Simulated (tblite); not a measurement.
C4H8F2OSi.
Cartesian coordinates in Å at the GFN2-xTB level; atoms count from 1:
```
atom  x, y, z in Å
C1    -1.9070   -1.6304    0.7540
C2    -1.1028   -0.4827    0.2250
C3    -1.3886    0.0989   -0.9337
F4    -0.6545    1.1370   -1.4042
O5    -0.0882   -0.1131    1.0261
Si6    1.0678    1.0440    0.9814
C7     2.3163    0.6975   -0.4351
F8     3.5153    1.3418   -0.1911
H9    -1.2589   -2.4925    0.8987
H10   -2.7081   -1.8899    0.0704
H11   -2.3266   -1.3648    1.7223
H12   -2.1953   -0.1747   -1.5899
H13    1.6659    0.7600    2.2780
H14    0.5220    2.3888    0.8295
H15    2.5601   -0.3664   -0.5238
H16    1.9751    1.0552   -1.4102
```

Computed with GFN2-xTB (tblite): harmonic, unscaled wavenumbers at the GFN2-xTB geometry, gas phase. Errors from tens to a few hundred cm⁻¹ against measured bands are possible. Modes of hydrogen on silicon can be 10 to 20 % off. One conformer, not necessarily the lowest.

Harmonic wavenumbers (cm⁻¹): 39.0, 56.8, 75.5, 109.2, 126.3, 171.0, 249.5, 266.2, 271.8, 356.1, 486.4, 504.8, 584.5, 612.2, 685.7, 718.3, 721.9, 752.5, 767.9, 783.9, 977.5, 1027.2, 1030.0, 1033.6, 1094.5, 1195.5, 1207.2, 1284.4, 1289.6, 1390.4, 1440.0, 1452.5, 1467.7, 1729.8, 2293.2, 2337.3, 2934.1, 2957.8, 3020.5, 3033.9, 3070.4, 3130.1.

A = 2926, B = 936.7, C = 797.8 MHz; mass 138.031 u (most abundant isotopes); point group C1, symmetry number 1.

Q: What is the zero-point energy?

A: ½Σν̃ = 24368 cm⁻¹ = 69.67 kcal/mol.

Q: Entropy at 500 K, 1 bar (ideal gas, RRHO, classical rotation)?

A: Translation 43.27, rotation 30.92, vibration 52.57: S = 126.8 cal/(mol K).

Q: And Cp and H(500 K) − H(0)?

A: Cp = 53.04 cal/(mol K), of which vibrations give 45.09 (their classical limit is 42 R = 83.5); H(500 K) − H(0) = 16.62 kcal/mol without the zero-point energy, 12.65 from vibrations.

Q: Which modes carry the vibrational entropy at 500 K?

A: 39.0 cm⁻¹: 6.33; 56.8 cm⁻¹: 5.59; 75.5 cm⁻¹: 5.02; 109.2 cm⁻¹: 4.30; 126.3 cm⁻¹: 4.01; 171.0 cm⁻¹: 3.42 cal/(mol K); the other 36 give 23.90 together.

Q: How do the functions run with temperature in this model?

A: 
```csv
T (K),S (cal/(mol K)),Cp (cal/(mol K)),H − H(0) (kcal/mol),G − H(0) (kcal/mol),ln q(vib)
150,81.9,25.1,2.59,-9.70,4.01
250,96.8,34.2,5.55,-18.66,6.99
298.15,103.2,38.4,7.30,-23.47,8.35
400,115.7,46.5,11.63,-34.63,11.13
600,136.9,58.4,22.20,-59.95,16.22
900,162.9,69.4,41.51,-105.07,23.06
```

q(vib) and H(0) count from the zero-point level.

Q: What must be added to the electronic energy to get the Gibbs energy at 500 K and 1 bar?

A: ZPE + [H(500 K) − H(0)] − T·S = 69.67 + 16.62 − 63.38 = 22.91 kcal/mol.

Q: Blend soft modes into free rotors: weight 1/[1 + (100 cm⁻¹/ν̃)⁴] for the oscillator and the rest for a rotor with moment μB/(μ + B), μ = h/(8π²ν), B = 10⁻⁴⁴ kg m². What vibrational entropy results?

A: 47.31 cal/(mol K) in place of 52.57, which changes −T·S at 500 K by +2.63 kcal/mol.

Hindered rotation and anharmonicity are outside this model. Other conformers, if any are populated, would add a mixing term that is left out. The structure is chiral; the term R ln 2 for an equal mix with its mirror image is left out.
